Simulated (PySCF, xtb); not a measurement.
CHO, SMILES [C][OH+] (connectivity only; charge and spin as stated), charge +1, multiplicity 1.

Harmonic wavenumbers (cm⁻¹) from GFN2-xTB (xtb 6.7.1) at its own minimum, in rising order: 805, 805, 2198, 2911.

Problem. What does PBE0-D3(BJ)/def2-TZVPD run with PySCF give at its own minimum? (The exact figures need the calculation; the answer reports its results.)

Solution. 198, 198, 1987, 3450. Paired by order, the mean absolute difference is 491 cm⁻¹ and the zero-point energies are 9.6 and 8.3 kcal/mol.
